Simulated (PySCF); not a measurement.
# Correlation energy of Ne²⁺ (neon, charge +2)

[He] 2s2 2p4, high-spin 3P determinant. All numbers are calculated (PySCF 2.14, no relativity, point nucleus, in aug-cc-pVTZ with one added diffuse shell each of s, p, d, f type (6s5p4d3f, 62 functions)). Frozen: 1s2; 6 electrons correlated.

```csv
level,correlation energy (mhartree)
CCSD,-159.53
(T),-1.55
CCSD(T),-161.08
```

Diagnostics: T1 = 0.0029, D1 = 0.0060, largest double amplitude 0.020.

Task: Is a single reference adequate?

Result: Yes: T1 lies below 0.03 and no double amplitude reaches 0.07.
